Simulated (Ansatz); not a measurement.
Abridged output of a molecular run in Ansatz:

```
Functional definition: HF
1455 factors; integrals over basis functions are off by at most 8.3e-4 eV
mean field evaluation 1: about -15157.7571 eV, gradient 3.4e1 eV
mean field evaluation 2: about -15157.8798 eV, gradient 3.4e1 eV
mean field evaluation 4: about -15160.4266 eV, gradient 3.2e0 eV
mean field evaluation 8: about -15160.4681 eV, gradient 1.2e-1 eV
mean field -15160.46819023 eV, -557.1369298566 hartree, gradient 1.6e-6 eV, S^2 0.000000; 0 other end points of the search recorded, 0 dependent functions left out
10 core orbitals not correlated: weight in the atoms' cores, before any rotation towards them, 1.000 or more for the frozen orbitals, at most 0.000 for the correlated occupied ones
reference -15160.46819023 eV, -557.1369298566 hartree; 15, 15 occupied and 196, 196 virtual orbitals, 1455 factors
second order -18.70966014 eV of doubles, -0.00000000 eV of singles
cycle   1  -19.06062766 eV  change   -3.5e-1 eV  update   1.0e-1
cycle   2  -19.62455787 eV  change   -5.6e-1 eV  update   3.1e-2
cycle   3  -19.71243779 eV  change   -8.8e-2 eV  update   1.4e-2
cycle   4  -19.70317068 eV  change    9.3e-3 eV  update   3.5e-3
cycle   5  -19.70128739 eV  change    1.9e-3 eV  update   1.3e-3
cycle   6  -19.70135492 eV  change   -6.8e-5 eV  update   3.1e-4
cycle   7  -19.70120274 eV  change    1.5e-4 eV  update   1.1e-4
cycle   8  -19.70118211 eV  change    2.1e-5 eV  update   3.4e-5
perturbative correction -0.55486248 eV, -0.0203908199 hartree
Total energy: -15180.72423481 eV, -557.8813257649 hartree
```

Its atoms:

```xyz
10

Si    0.464    0.857    1.333
O     0.073   -0.586    0.573
In   -0.423   -0.704   -1.809
H     1.505    1.469    0.484
H     0.980    0.547    2.690
H    -0.731    1.727    1.441
H    -0.482   -1.206    1.052
H     1.064   -1.394   -2.352
H    -0.654    1.013   -1.894
H    -1.796   -1.723   -1.519
```

**Question.** Which basis set was used?
A. def2-TZVPP
B. def2-SVPD
C. def2-TZVPPD
D. cc-pV(Q+d)Z

**Answer.** A. It gives 221 functions.

**Question.** Write the keys of the input that set method, charge and spin (a neutral closed shell needs none for the last two).

**Answer.** 
```yaml
correlation: {method: ccsd_t}
```
